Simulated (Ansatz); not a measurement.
```yaml
crystal:
  periodic: [false, false, false]
  atoms:
    - {symbol: Si, position_ang: [-0.705340, 1.019243, -1.010132]}
    - {symbol: B, position_ang: [0.784074, 0.022783, -0.105306]}
    - {symbol: Ga, position_ang: [0.514507, -1.407457, 1.348081]}
    - {symbol: H, position_ang: [-2.052139, 0.403535, -0.853669]}
    - {symbol: H, position_ang: [-0.461999, 1.239432, -2.463413]}
    - {symbol: H, position_ang: [-0.740381, 2.354231, -0.337723]}
    - {symbol: H, position_ang: [1.891969, 0.348079, -0.432482]}
    - {symbol: H, position_ang: [0.405120, -2.935828, 0.982271]}
    - {symbol: H, position_ang: [0.364188, -1.044019, 2.872372]}
basis:
  gaussian: {orbitals: x2c-TZVPPall}
magnetization: {spin_polarized: true, initial_magnetization: 8}
hamiltonian: {xc: {name: B2PLYP}}
scf: {lower_state_search: light}
output: {forces: true}
```

```sh
$ ansatz run in.yaml --threads 2 --pin off --events-out ev --progress --plain --max-ram 4352MiB
```

Output, abridged:

```
Functional definition: B2PLYP
1208 factors; integrals over basis functions are off by at most 1.1e-3 eV
mean field evaluation 1: about -61518.3980 eV, gradient 1.7e1 eV
mean field evaluation 2: about -61518.6348 eV, gradient 1.7e1 eV
mean field evaluation 4: about -61520.9498 eV, gradient 2.3e0 eV
mean field evaluation 8: about -61521.0969 eV, gradient 6.9e-1 eV
mean field evaluation 16: about -61521.1527 eV, gradient 1.7e-1 eV
mean field evaluation 32: about -61521.2836 eV, gradient 2.6e-3 eV
a density is far from that of the atoms, so the factors are made again for it
1238 factors; integrals over basis functions are off by at most 1.1e-3 eV
mean field -61521.28363191 eV, -2260.8654728489 hartree, gradient 2.8e-6 eV, S^2 20.021815; 7 other end points of the search recorded, 0 dependent functions left out
15 core orbitals not correlated: weight in the atoms' cores, before any rotation towards them, 1.000 or more for the frozen orbitals, at most 0.000 for the correlated occupied ones
reference -61521.28383390 eV, -2260.8654802719 hartree; 17, 9 occupied and 173, 181 virtual orbitals, 1238 factors
second order -15.18824309 eV of doubles, -0.00000000 eV of singles
Total energy: -61525.38465954 eV, -2261.0161828344 hartree
Relativity: scalar
Atom 0 at    -0.705340     1.019243    -1.010132 Å, force    -1.813324    -1.837539    -2.055232 eV/Å
Atom 1 at     0.784074     0.022783    -0.105306 Å, force     1.052267     1.259276    -0.904431 eV/Å
Atom 2 at     0.514507    -1.407457     1.348081 Å, force    -0.155300     0.184896    -0.137950 eV/Å
Atom 3 at    -2.052139     0.403535    -0.853669 Å, force     0.301469    -0.114238     0.516777 eV/Å
Atom 4 at    -0.461999     1.239432    -2.463413 Å, force     0.466319    -0.143323    -2.164963 eV/Å
Atom 5 at    -0.740381     2.354231    -0.337723 Å, force     0.199562     2.920764     2.461831 eV/Å
Atom 6 at     1.891969     0.348079    -0.432482 Å, force     0.283931     0.427587    -0.291137 eV/Å
Atom 7 at     0.405120    -2.935828     0.982271 Å, force    -0.107160    -3.136134    -0.434376 eV/Å
Atom 8 at     0.364188    -1.044019     2.872372 Å, force    -0.227765     0.438711     3.009481 eV/Å
Dipole moment:     0.012796     0.200491    -0.093878 e Å
```

Question: What is wrong with this run?

Answer: The spin is set far too high for this molecule. Self-consistency was reached. The result belongs to that input, not to the molecule as meant.
